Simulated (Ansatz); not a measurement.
Abridged output of a molecular run in Ansatz:

```
Functional definition: HF
1867 factors; integrals over basis functions are off by at most 1.0e-3 eV
mean field evaluation 1: about -29349.7526 eV, gradient 3.7e1 eV
mean field evaluation 2: about -29350.0120 eV, gradient 3.7e1 eV
mean field evaluation 4: about -29353.6952 eV, gradient 3.6e0 eV
mean field evaluation 8: about -29353.7462 eV, gradient 2.9e-1 eV
mean field -29353.74659796 eV, -1078.7302907911 hartree, gradient 2.8e-6 eV, S^2 0.000000; 0 other end points of the search recorded, 0 dependent functions left out
14 core orbitals not correlated: weight in the atoms' cores, before any rotation towards them, 1.000 or more for the frozen orbitals, at most 0.000 for the correlated occupied ones
reference -29353.74659796 eV, -1078.7302907911 hartree; 19, 19 occupied and 287, 287 virtual orbitals, 1867 factors
second order -29.31080918 eV of doubles, -0.00000000 eV of singles
cycle   1  -30.35208700 eV  change    -1.0e0 eV  update   1.0e-1
cycle   2  -31.00153358 eV  change   -6.5e-1 eV  update   2.7e-2
cycle   3  -31.10871944 eV  change   -1.1e-1 eV  update   1.1e-2
cycle   4  -31.10203838 eV  change    6.7e-3 eV  update   2.4e-3
cycle   5  -31.10219691 eV  change   -1.6e-4 eV  update   8.9e-4
cycle   6  -31.10236805 eV  change   -1.7e-4 eV  update   2.3e-4
cycle   7  -31.10229402 eV  change    7.4e-5 eV  update   9.9e-5
cycle   8  -31.10228369 eV  change    1.0e-5 eV  update   3.2e-5
perturbative correction -1.27570669 eV, -0.0468813561 hartree
Total energy: -29386.12458834 eV, -1079.9201599909 hartree
```

Its atoms:

```xyz
14

C    -1.213   -0.113   -1.557
N    -0.671   -0.346   -0.205
B     0.725    0.388    0.188
C     1.091   -0.020    1.680
Cl    1.956   -0.231   -1.050
Cl    0.381    2.200    0.002
H    -1.378    0.955   -1.678
H    -0.472   -0.443   -2.282
H    -2.147   -0.660   -1.691
H    -1.350   -0.051    0.493
H    -0.514   -1.342   -0.065
H     0.329    0.302    2.399
H     2.026    0.459    1.975
H     1.238   -1.100    1.792
```

Which basis set was used?
A. cc-pV(Q+d)Z
B. def2-TZVPP
C. def2-SVPD
D. cc-pV(D+d)Z

B. It gives 320 functions.

Write the keys of the input that set method, charge and spin (a neutral closed shell needs none for the last two).


```yaml
correlation: {method: ccsd_t}
```
